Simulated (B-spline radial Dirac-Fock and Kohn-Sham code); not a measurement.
# Tl: computed levels beside tabulated edges

These are calculated numbers from a radial finite-basis atomic code; the model is Dirac-Fock energy differences between relaxed states, corrected for Breit and QED terms. Correlation energy is missing from these numbers.

Input file task.json (cfg lists n, l and occupation; rrms is the nuclear radius in fm):

```json
{"items": [{
  "Z": 81,
  "q": 0,
  "cfg": [[1, 0, 2], [2, 0, 2], [2, 1, 6], [3, 0, 2], [3, 1, 6], [3, 2, 10], [4, 0, 2], [4, 1, 6], [4, 2, 10], [4, 3, 14], [5, 0, 2], [5, 1, 6], [5, 2, 10], [6, 0, 2], [6, 1, 1]],
  "A": 205,
  "rrms": 5.4759,
  "do": ["binding"],
  "screen": [6, 1]
}]}
```

Command: `python xray_run.py task.json out`

Two models are given for [Xe] 4f14 5d10 6s2 6p1. In the first the electron is removed to infinity. In the second it is placed in the 6p shell, so that the atom stays neutral; this mimics a hole screened by valence charge, or the onset of absorption below the ionisation limit. The tabulated edges (Elam, Ravel and Sieber, Radiat. Phys. Chem. 63, 121 (2002)) refer to the element in its standard state, with the Fermi level as zero for a metal.

```
     level  ionised (eV)  screened (eV)  tabulated (eV)  ionised − table  screened − table
    K (1s)       85531.8        85525.6         85530.0             +1.8              -4.4
   L1 (2s)       15359.5        15353.4         15347.0            +12.5              +6.4
L2 (2p1/2)       14705.2        14699.0         14698.0             +7.2              +1.0
L3 (2p3/2)       12663.1        12657.0         12658.0             +5.1              -1.0
   M1 (3s)        3719.0         3712.8          3704.0            +15.0              +8.8
M2 (3p1/2)        3427.0         3420.9          3416.0            +11.0              +4.9
M3 (3p3/2)        2968.2         2962.1          2957.0            +11.2              +5.1
M4 (3d3/2)        2492.7         2486.5          2485.0             +7.7              +1.5
M5 (3d5/2)        2396.4         2390.2          2389.0             +7.4              +1.2
   N1 (4s)         860.6          854.5           846.2            +14.4              +8.3
N2 (4p1/2)         734.5          728.4           720.5            +14.0              +7.9
N3 (4p3/2)         622.3          616.2           609.5            +12.8              +6.7
N4 (4d3/2)         416.7          410.6           405.7            +11.0              +4.9
N5 (4d5/2)         395.8          389.7           385.0            +10.8              +4.7
N6 (4f5/2)         128.2          122.1           122.2             +6.0              -0.1
N7 (4f7/2)         123.8          117.7           117.8             +6.0              -0.1
   O1 (5s)         147.2          141.1           136.0            +11.2              +5.1
O2 (5p1/2)         103.3          97.17           94.60             +8.7              +2.6
O3 (5p3/2)         83.27          77.14           73.50             +9.8              +3.6
```

The screened model lies closer: the mean absolute deviations are 9.7 eV (ionised) and 4.1 eV (screened). Screening lowers the levels by 6.1 eV on average.
